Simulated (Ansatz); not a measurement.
The cluster Ga₃As₄⁻. Total charge -1; singlet. Geometry PBE0-D4/def2-SVP, basis def2-TZVPD, Ansatz.

```tsv
atom	x (Å)	y (Å)	z (Å)
Ga1	2.171	1.171	-1.573
Ga2	-1.984	1.319	0.744
Ga3	-0.383	-1.509	1.630
As4	0.814	1.137	0.743
As5	-2.244	-0.968	-0.272
As6	-0.183	-0.162	-1.248
As7	1.809	-0.988	-0.023
```

```tsv
run	HOMO (eV)	LUMO (eV)
A	-1.20	1.48
B	-0.49	0.89
C	-0.30	1.07
D	-0.67	0.92
E	-0.66	0.69
```

The structure comes from a short search, and lower isomers may exist.

Question: The runs used BLYP, LDA (SPW92), PBE, PBE0, r2SCAN. Estimate which is which.

Answer: A PBE0 (25 % exact exchange); B PBE (0 % exact exchange); C BLYP (0 % exact exchange); D r2SCAN (0 % exact exchange); E LDA (SPW92) (0 % exact exchange). Exact exchange lowers occupied and raises empty levels; among semilocal functionals meta-GGAs tend to open the gap a little, and such runs are hard to tell apart. The gap grows from 1.35 eV (LDA (SPW92)) to 2.67 eV (PBE0).
